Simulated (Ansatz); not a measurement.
**Worked example: GeH3F + C4H9O → GeH3 + C4H9FO**

Gas-phase species: GeH3F (fluorogermane) `[F][GeH3]`, singlet; C4H9O `[CH2]COCC`, doublet; GeH3 `[GeH3]`, doublet; C4H9FO `CCOCCF`, singlet. A radical takes F: the energy is the difference in strength between the Ge–F bond broken and the C–F bond made.

Shapes, held fixed at every level: PBE0-D4/def2-TZVP. Flexible molecules stand in one conformer, not always the lowest. Programs: Ansatz 0.2.0. Electronic energies: no zero-point or thermal term.

At CCSD(T)/def2-TZVPP; 1 Eh = 2625.50 kJ/mol:

| species | energy (Eh) |
| --- | --- |
| GeH3F | -2177.169981 |
| C4H9O | -232.593958 |
| GeH3 | -2077.343756 |
| C4H9FO | -332.402611 |

Q: Work out ΔE of the reaction at this level.

A: 
1. Products less reactants: (-2077.343756) + (-332.402611) − [(-2177.169981) + (-232.593958)] = 0.017572 Eh = +46.1 kJ/mol.

Other levels give +39.1 (PBE-D4/def2-TZVPP) to +59.6 kJ/mol (HF/def2-TZVPP). No measured value is set beside it here. Open shells run unrestricted. Relativity is left out for Ge. Outer-core shells of Ge are correlated, in sets that cover them unevenly.
